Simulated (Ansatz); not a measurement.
Stepwise reaction of `F[Si]1(F)CO1` with water, as a gas-phase model of exchange steps in deposition or etching. ΔE in kJ/mol; ΔG adds harmonic PBE0-D4 terms to CCSD(T)/CBS, at 1 bar.

Isolated molecules relaxed with PBE0-D4/def2-TZVP in Ansatz; ΔE leaves out vibrations. CBS: MP2 limit from def2 TZ/QZ plus the TZ coupled-cluster correction, frozen cores. This one scheme is used for every species. DFT in def2-TZVPP. B3LYP here is the variant with VWN-RPA as its local correlation; programs differ in this. One conformer a species, not always the lowest.

```json
{"step": "2", "reaction": "`O[Si]1(F)CO1` + H₂O → `O[Si]1(O)CO1` + H–F", "PBE-D4": "32.5", "B3LYP-D4": "34.4", "ωB97M-V": "33.8", "CCSD(T)/CBS": "33.0", "ΔG(400 K)": "33.3"}
```

**Question.** Give the row of step 1, `F[Si]1(F)CO1` + H₂O → `O[Si]1(F)CO1` + H–F. (Estimate.)

**Answer.** The calculation gave: 
| step | reaction | PBE-D4 | B3LYP-D4 | ωB97M-V | CCSD(T)/CBS | ΔG(400 K) |
| --- | --- | --- | --- | --- | --- | --- |
| 1 | `F[Si]1(F)CO1` + H₂O → `O[Si]1(F)CO1` + H–F | 27.9 | 29.5 | 29.1 | 28.5 | 30.1 |

**Question.** By hand: ΔE of the 2 steps together at CCSD(T)/CBS.

**Answer.** (28.5) + (33.0) = 61.5 kJ/mol, or 30.8 kJ/mol a step.

In ΔE the steps differ by no more than 4.5 kJ/mol. All are uphill at CCSD(T)/CBS. ΔG lies between 30.1 and 33.3 kJ/mol a step. PBE-D4 differs from CCSD(T)/CBS by -0.6 to -0.5 kJ/mol a step. Isolated molecules leave out the surface, adducts and barriers. Largest T1 diagnostic: 0.013.
